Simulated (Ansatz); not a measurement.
Isolated molecules relaxed with PBE0-D4/def2-TZVP in Ansatz; ΔE leaves out vibrations. CBS: MP2 limit from def2 TZ/QZ plus the TZ coupled-cluster correction, frozen cores. This one scheme is used for every species. DFT in def2-TZVPP. B3LYP here is the variant with VWN-RPA as its local correlation; programs differ in this. Elements past krypton have def2 core potentials. For Sn outer-core shells are correlated without core-valence functions, which leaves a few kJ/mol of doubt a bond.

`C[B](F)[SnH3]` + H₂ → `CBF` + `[SnH4]`  (hydrogenolysis of a B–Sn bond)

```csv
level,ΔE (kJ/mol),difference from CCSD(T)/CBS
PBE-D4,-24.7,4.5
r2SCAN-D4,-31.2,-2.0
PBE0-D4,-32.2,-3.0
B3LYP-D4,-35.1,-5.9
ωB97X-V,-38.4,-9.2
ωB97M-V,-37.0,-7.8
B2PLYP,-40.7,-11.5
PBE,-30.2,-1.0
r2SCAN,-32.7,-3.5
PBE0,-37.3,-8.1
B3LYP,-44.1,-14.9
HF/def2-TZVPP,-67.4,-38.2
MP2/def2-TZVPP,-31.6,-2.4
SCS-MP2/def2-TZVPP,-38.9,-9.7
CCSD/def2-TZVPP,-41.5,-12.3
CCSD(T)/def2-TZVPP,-36.1,-6.9
HF/def2-QZVPP,-67.6,-38.4
MP2/def2-QZVPP,-27.7,1.5
SCS-MP2/def2-QZVPP,-35.3,-6.1
HF/CBS(def2),-67.6,-38.4
MP2/CBS(def2),-24.7,4.5
CCSD/CBS(def2),-34.6,-5.4
CCSD(T)/CBS,-29.2,0
```

Largest T1 diagnostic among the species: 0.014.

From PBE to PBE0 (25 % exact exchange), in def2-TZVPP and without D4, ΔE moves by −7.0 kJ/mol. The D4 term adds +9.0 kJ/mol with B3LYP and +5.0 kJ/mol with PBE0; it sums over pairs of atoms, weighted by their polarisabilities, and B3LYP, whose exchange is more repulsive, gets the larger term.
